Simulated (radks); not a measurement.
Valence configurations of neutral thulium (all share [Xe]). Method: scalar-relativistic Kohn-Sham, BLYP, spin-unpolarised, spherical densities, point nucleus; computed with a radial shooting solver on a logarithmic mesh with Libxc functionals. Order these by energy: 4f13 6p2; 4f13 6s1.5 6p0.5; 4f13 6s0.5 6p1.5; 4f13 5d1 6s1; 4f12 6s2 6p1; 4f13.5 6s1.5; 4f13 6s1 6p1; 4f12 5d1 6s2; 4f13 6s2.

Answer. From the lowest, in eV above it: 4f13 6s2 0.000; 4f13.5 6s1.5 1.085; 4f13 6s1.5 6p0.5 1.422; 4f13 6s1 6p1 2.920; 4f13 5d1 6s1 3.116; 4f13 6s0.5 6p1.5 4.489; 4f12 5d1 6s2 4.814; 4f12 6s2 6p1 6.065; 4f13 6p2 6.124. NIST lists [Xe] 4f13 6s2 as the ground configuration; this level of theory agrees among the configurations tried. The energies are those of spherical spin-averaged densities, not of single terms. No valid solution was reached for [Xe] 4f14 6s1.
